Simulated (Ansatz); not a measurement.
C4H12Sn (SMILES [CH3][Sn]([CH3])([CH3])[CH3]) moved off its minimum; all values from Ansatz (a quantum-chemistry and plane-wave program), cores frozen in correlated methods. Elements past Kr take the def2 small-core potentials, without spin–orbit coupling.
(charge 0, multiplicity 1)
```xyz
17

C     -0.2615    -1.4346    -1.4612
Sn    -0.0879    -0.0341     0.0647
C     -0.0953     1.8869    -0.8207
C     -1.5366    -0.1359     1.5410
C      1.9073    -0.4056     0.8601
H     -1.3974    -1.3744    -1.9880
H     -0.3506    -2.4581    -1.0815
H      0.4224    -1.3396    -2.4509
H      0.1501     2.8245    -0.1412
H     -1.0385     2.1056    -1.4450
H      0.7420     2.0883    -1.7764
H     -2.5426    -0.0063     1.2048
H     -1.6144    -1.1514     1.8774
H     -1.4710     0.5786     2.4054
H      2.0350    -1.3464     1.2754
H      2.6851    -0.2771     0.2349
H      2.0243     0.5160     1.6207
```

Forces at r2SCAN/def2-TZVPP (eV/Å):

| atom | Fx | Fy | Fz |
|---|---|---|---|
| C1 | -2.800 | -0.656 | -4.383 |
| Sn2 | 1.845 | 0.539 | -0.378 |
| C3 | 1.606 | 3.538 | -3.045 |
| C4 | -0.842 | 0.525 | 1.490 |
| C5 | -2.688 | 3.751 | 2.774 |
| H6 | 2.704 | 0.198 | 1.318 |
| H7 | 0.707 | 0.001 | -0.151 |
| H8 | -1.227 | -0.318 | 2.667 |
| H9 | -0.787 | -1.958 | -1.140 |
| H10 | 1.001 | -0.261 | 1.338 |
| H11 | -1.950 | -1.023 | 2.784 |
| H12 | -0.704 | 0.511 | -0.856 |
| H13 | 0.447 | -0.624 | 0.729 |
| H14 | 0.436 | -0.801 | -0.724 |
| H15 | -0.046 | -1.646 | 1.411 |
| H16 | 2.388 | 0.605 | -2.758 |
| H17 | -0.092 | -2.380 | -1.075 |

Give the forces (eV/Å), the total energy and the dipole at CCSD(T)/def2-SVPD.


```json
[
 {"atom": "C1", "Fx": "-2.852", "Fy": "-0.641", "Fz": "-4.642"},
 {"atom": "Sn2", "Fx": "1.970", "Fy": "0.576", "Fz": "-0.320"},
 {"atom": "C3", "Fx": "1.698", "Fy": "3.696", "Fz": "-3.132"},
 {"atom": "C4", "Fx": "-0.749", "Fy": "0.650", "Fz": "1.560"},
 {"atom": "C5", "Fx": "-3.050", "Fy": "3.959", "Fz": "2.916"},
 {"atom": "H6", "Fx": "2.537", "Fy": "0.201", "Fz": "1.229"},
 {"atom": "H7", "Fx": "0.695", "Fy": "-0.412", "Fz": "-0.024"},
 {"atom": "H8", "Fx": "-1.077", "Fy": "-0.307", "Fz": "2.484"},
 {"atom": "H9", "Fx": "-0.738", "Fy": "-1.749", "Fz": "-0.984"},
 {"atom": "H10", "Fx": "0.738", "Fy": "-0.188", "Fz": "1.172"},
 {"atom": "H11", "Fx": "-1.836", "Fy": "-1.004", "Fz": "2.663"},
 {"atom": "H12", "Fx": "-1.159", "Fy": "0.566", "Fz": "-0.989"},
 {"atom": "H13", "Fx": "0.393", "Fy": "-1.066", "Fz": "0.912"},
 {"atom": "H14", "Fx": "0.452", "Fy": "-0.592", "Fz": "-0.446"},
 {"atom": "H15", "Fx": "0.065", "Fy": "-2.164", "Fz": "1.664"},
 {"atom": "H16", "Fx": "2.940", "Fy": "0.682", "Fz": "-3.167"},
 {"atom": "H17", "Fx": "-0.027", "Fy": "-2.207", "Fz": "-0.897"}
]
```
Energy -372.4259 hartree, dipole 0.86 D.
